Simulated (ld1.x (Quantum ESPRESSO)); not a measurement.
Results of a calculation; reference values are marked as such.
## Hardness and transferability of assorted potentials

Generated with ld1.x 7.5 (TM, RRKJ, ultrasoft, PAW), atompaw 4.2 or ONCVPSP 4.0.1. The cutoff is in Ry: for ld1.x and atompaw files where the sum of valence levels is converged to 10 mRy in a Bessel basis, for ONCV files where the hardest occupied wave has 1 mHa per electron of residual kinetic energy. The error is the largest all-electron minus pseudo excitation energy over each file’s own four to seven test configurations (ionisations up to +4, promotions, holes and added fractions of an electron), all of which were solved. The labels leave out finer settings (local radius, basis sizes, second energies), which also bear on the numbers. Spin-polarised tests are not counted. The rows are a selection from randomly drawn settings: files with unsolved tests, undetermined cutoffs or missed reference levels are left out.

A true bound ghost makes a file unfit for plane-wave use even where its test errors are small: the radial tests pick states by their node count and pass the ghost by.

```csv
element,potential,cutoff (Ry),largest error (meV),bound ghosts
B,"TM, LDA (PZ), scalar-relativistic, rc 1.05/2.80 (sp), local s, core correction no, reference 2s2 2p1",45,+265,none
B,"TM, LDA (PZ), scalar-relativistic, rc 1.10/3.15 (sp), local p, core correction no, reference 2s1.75 2p1.25",21,+384,none
F,"ultrasoft, BLYP, scalar-relativistic, rc 0.70/1.20/1.00 (spd), local smoothed, core correction yes, reference 2s2 2p5",60,+1295,none
Hf,"TM semilocal, BLYP, scalar-relativistic, rc 2.60/2.95/2.45 (spd), local d, core correction yes, reference 5d2 6s2 6p0",21,-216,none
```

Fill in the row for Pb: TM, LDA (PZ), fully relativistic, rc 2.60/1.85/1.65 (spd), local p, core correction yes, reference 5d10 6s2 6p0.

cutoff 55 Ry, largest error -1077 meV, bound ghosts: s.

Fill in the row for Mn: RRKJ, BLYP, scalar-relativistic, rc 1.20/0.80/0.95 (spd), local smoothed, core correction yes, reference 3s2 3p6 3d5 4s0 4p0.

cutoff 200 Ry, largest error +2683 meV, bound ghosts: none.
